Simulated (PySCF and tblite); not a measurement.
C₆H₅N, numbered as in [CH:1]#[C:2]/[CH:3]=[C:4](/[CH3:5])[C:6]#[N:7].

Search: ETKDG and KDG, MMFF94s, GFN2-xTB, 45 starts; geometries at GFN2-xTB. Weights use PBE0-D3(BJ)/pcSseg-1 energies plus GFN2-xTB zero-point and thermal terms (modes under about 100 cm⁻¹ blended into free rotors). Symmetry numbers and mirror images are counted. Conformers within 2.5 kcal/mol (GFN2-xTB free energy) were kept, 6 at most. GIAO shieldings: PBE0/pcSseg-1. Shifts are against TMS (¹H), TMS (¹³C), NH3 (¹⁵N) at the same level. Codes: tblite and PySCF.

Q: What shifts does this protocol give at 298.15 K under fast conformational exchange?

A: ¹H: 6.22 (H3, 1H), 3.40 (H1, 1H), 2.11 (H5, 3H) ppm. ¹³C: 131.3 (C4), 130.9 (C3), 122.4 (C6), 100.8 (C1), 83.9 (C2), 24.5 (C5) ppm. ¹⁵N: 331.0 (N7) ppm.

Unscaled ¹⁵N shifts at such levels can be off by tens of ppm; differences between conformers or isomers are more reliable. Shifts are unscaled: against experiment ¹³C can be off by 15 ppm or more and ¹H by 0.8 ppm.


¹⁵N shifts are against a computed isolated NH3 molecule, about 20 ppm from the liquid.